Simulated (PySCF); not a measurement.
Identify the compound

An unknown has the formula C6H12O. Its calculated NMR data are:

1H NMR (400 MHz, computed): δ 3.36 (m, 1H), 2.19 (m, 2H), 1.82 (m, 2H), 1.65 (m, 1H), 1.27 (m, 2H), 1.00 (m, 1H), 0.79 (m, 2H), -0.12 (br s, 1H).

13C{1H} NMR (computed): δ 75.1 (CH), 41.9 (CH2, 2C), 29.9 (CH2), 29.4 (CH2, 2C).

Calculated, not measured (PySCF): geometry: GFN2-xTB, shielding tensors at PBE0/pcSseg-1 (GIAO). A single conformation, non-relativistic, equivalent nuclei averaged, no solvent.

Scale: 1H (σ = 31.72 ppm), 13C (σ = 186.93 ppm) vs TMS (reference shieldings calculated alike).

Which of these isomers gave the spectra?
A. OC1CCCCC1
B. CC1CCOCC1
C. CCC(=O)C(C)C

Answers

A. 

1. The formula gives 1 degree of unsaturation (1 ring in the answer).
2. 4 carbon signals for 6 carbons: some carbons are equivalent by symmetry or fast rotation.
3. Carbon types of the structure: 1 × CH, 5 × CH2, leaving 1 H on heteroatoms.
4. δC 75.1: sp3 CH bonded to O; deshielded by the electronegative neighbour.
5. δC 41.9, 29.9, 29.4: sp3 CH2 in a ring; aliphatic region, no heteroatom directly attached.
6. δH 3.36: hydrogen on an sp3 CH bonded to O; its carbon carries O, hence the downfield position.
7. δH 2.19, 1.82, 1.65, 1.27, 1.00, 0.79: hydrogen on an sp3 CH2 in a ring.
8. δH -0.12: hydrogen on an alcohol oxygen; exchangeable, gas-phase position.

The others: CC1CCOCC1 would give 6 signals for carbon-bound and other non-exchanging H, not 7; CCC(=O)C(C)C would give 5 carbon signals, not 4.

The OH or NH signal is concentration- and solvent-dependent in practice; the value given is the gas-phase one. Shifts are as computed. Against solution values, carbons near 30 ppm lie about +3 ppm off and those near 130 ppm about +5 ppm. Of 1211 compounds with measured shifts, 218 miss one by over three times the rms of a fit or turn the order of signals round; such compounds aren't used in these exercises. Multiplicities follow the n + 1 count of equivalent neighbours, as no J values were calculated; m marks all less simple cases, F and P coupling included.
